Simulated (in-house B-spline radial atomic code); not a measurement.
A run on Tm2+ (an excited or competing configuration) that did not converge. Method: scalar-relativistic (X2C) wB97X, spin-polarised, spherical fractional occupations, exact exchange averaged over the configuration, Fermi nucleus of rms radius 5.2256 fm; computed with a B-spline radial code for spherical atoms.

Command:
```bash
python run_scf.py task.json out
```
Settings (nuclear radius in fm, mass in u):
```
Z                69
configuration    [Xe] 4f12 6d1
hamiltonian      x2c
method           wb97x
spin_polarised   True
nucleus          fermi
rms_radius       5.2256
atomic_mass      168.93422
speed_of_light   137.035999084
exact_exchange   averaged over the configuration
```

First and last ten iterations of the last attempt (damped for 15 steps, keeping 80 % of the old Fock matrix, then DIIS):
```
 iter        energy (Eh)    residual
    1      -13565.906241    5.07e-01
    2      -13565.673180    2.23e-01
    3      -13566.558439    1.10e-01
    4      -13566.782493    5.18e-02
    5      -13566.832827    2.79e-02
    6      -13566.843730    1.70e-02
    7      -13566.846267    1.10e-02
    8      -13566.847006    7.54e-03
    9      -13566.847315    5.36e-03
   10      -13566.847486    3.92e-03
  111      -13566.847779    1.93e-06
  112      -13566.847779    1.92e-06
  113      -13566.847779    2.21e-06
  114      -13566.847779    1.96e-06
  115      -13566.847779    2.25e-06
  116      -13566.847779    2.41e-06
  117      -13566.847779    2.23e-06
  118      -13566.847779    2.14e-06
  119      -13566.847779    3.52e-06
  120      -13566.847779    4.31e-06
 not converged after 120 iterations
```

The smallest residual met was 1.8e-06; the threshold is about 7e-07. Over the last five steps the energy moves by less than 1e-08 hartree, but the orbitals didn't meet the threshold. Time taken, with all properties: 26 s on 1 thread of Intel(R) Xeon(R) 6975P-C, with other jobs on the host.
